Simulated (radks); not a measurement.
Co, 27 electrons, occupied as [Ar] 3d7 4s2. Calculated with a radial shooting solver on a logarithmic mesh with Libxc functionals: Dirac Kohn-Sham, PBE, spin-unpolarised, spherical densities, finite nucleus; open shells fill j = l - 1/2 first; Fermi nuclear charge, rms radius 3.7875 fm.

Unscreened Slater integrals over Kohn-Sham orbitals (eV). Large and small components are both included.

integral           value
F0(4s1/2,4s1/2)   8.5197
F0(4s1/2,3d5/2)   10.899
G2(4s1/2,3d5/2)   1.3298
F0(4s1/2,3d3/2)   10.907
G2(4s1/2,3d3/2)   1.3119
F0(4s1/2,3p3/2)   11.173
G1(4s1/2,3p3/2)  0.55970
F0(3d5/2,3d5/2)   23.946
F2(3d5/2,3d5/2)   10.764
F4(3d5/2,3d5/2)   6.6406
F0(3d5/2,3d3/2)   24.023
F2(3d5/2,3d3/2)   10.801
G2(3d5/2,3d3/2)   10.793
G4(3d5/2,3d3/2)   6.6593
F0(3d5/2,3p3/2)   26.593
F2(3d5/2,3p3/2)   12.318
G1(3d5/2,3p3/2)   15.241
G3(3d5/2,3p3/2)   9.1821
F0(3d3/2,3d3/2)   24.101
F2(3d3/2,3d3/2)   10.840
F0(3d3/2,3p3/2)   26.688
F2(3d3/2,3p3/2)   12.370
G1(3d3/2,3p3/2)   15.299
G3(3d3/2,3p3/2)   9.2191
F0(3p3/2,3p3/2)   30.046
F2(3p3/2,3p3/2)   14.994
